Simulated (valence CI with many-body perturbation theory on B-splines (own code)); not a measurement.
## Tc²⁹⁺ in brief

Level of theory: relativistic CI+MBPT: four valence electrons over a frozen Dirac-Fock core [Ne], a basis of 11 s, 11 p, 10 d, 8 f, 5 g, 2 h functions for each j, with the one-electron correlation potential Σ1, the two-electron term Σ2, the three-electron term Σ3, Breit, model QED; selected CI, second order for the rest, scaled by the run's own slope (own B-spline code, finite nucleus).

No measured spectrum was set against this ion. As an estimate, large intervals hold to a few tenths of a per cent, small ones and those within an open d or f shell to about a per cent. Among the levels kept, up to 700 cm⁻¹ of a level comes from second order outside the variational space, and about a tenth of that is noise between levels of different J, which matters for small intervals.

Levels are named by their leading jj configuration (3d3/2^4 stands for four electrons in 3d with j = 3/2), which in mixed levels can hold well under half, so a name can repeat and another be missing.

Rates and lifetimes use the calculated energies. Strong lines usually hold to 10 to 20 %, long lifetimes can be off by a factor of two.

(1) What is the ground level?

(2) Name the longest-lived excited levels whose lifetime is computed, and their main decay.

(3) What is the ionisation energy?

(4) Among levels below 388.95 eV, which E1 lines absorb most strongly from the ground level?

(5) Where does the other parity begin?

Answers

(1) (3s^2 3p1/2^2) J=0, composition 78 % 3s2.3p2 3P + 20 % 3s2.3p2 1S.

(2) (3s^2 3p1/2 3p3/2) J=2 at 27.31 eV lives 2.15 ms, mostly by M1 to (3s^2 3p1/2 3p3/2) J=1; (3s^2 3p3/2 3d5/2) J=4 at 166.29 eV lives 12.4 μs, mostly by M1 to (3s^2 3p1/2 3d5/2) J=3; (3s^2 3p1/2 3p3/2) J=1 at 22.75 eV lives 11.4 μs, mostly by M1 to (3s^2 3p1/2^2) J=0.

(3) 1636.8 eV; NIST lists 1638 ± 4 eV (semi-empirical).

(4) to (3s^2 3p1/2 3d3/2) J=1 at 8.077 nm, f = 0.416; to (3s 3p1/2 3p3/2^2) J=1 at 8.449 nm, f = 0.243; to (3s 3p1/2^2 3p3/2) J=1 at 11.52 nm, f = 0.123.

(5) At (3s 3p1/2^2 3p3/2) J=2, 92.21 eV.
